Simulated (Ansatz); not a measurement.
Stretching the Mg1–H2 bond in MgH (multiplicity 2 held). Energies count from the point at 1.743 Å.


Restricted levels (R-, RO-) in cc, def2 and unpolarised 6-31G sets keep to the state of the molecule at rest. U- levels take the lowest unrestricted solution at each point, which mixes spins at long bonds. Active spaces are followed from rest. Full CI gives the lowest state of the spin. Curves can end on different states.

Cores are frozen in the correlated methods.

Run with Ansatz (a first-principles code). 

```tsv
level	energy at R = 6.971 Å (kJ/mol)
RO-r2SCAN/def2-TZVPP	154.6
RO-wB97X-V/def2-TZVPP	138.3
U-SCS-MP2/def2-TZVPP	[?]
U-CCSD/def2-TZVPP	130.8
U-CCSD(T)/def2-TZVPP	131.9
CASSCF(3,5)/def2-TZVPP	[?]
FIC-MRCISD on CASSCF(3,5)/def2-TZVPP	130.7
FIC-MRCISD+Q on CASSCF(3,5)/def2-TZVPP	131.1
FCI/def2-TZVPP	132.3
```

Question: Complete the blanks.

Answer: 
- U-SCS-MP2/def2-TZVPP, energy at R = 6.971 Å (kJ/mol): 135.3
- CASSCF(3,5)/def2-TZVPP, energy at R = 6.971 Å (kJ/mol): 101.5
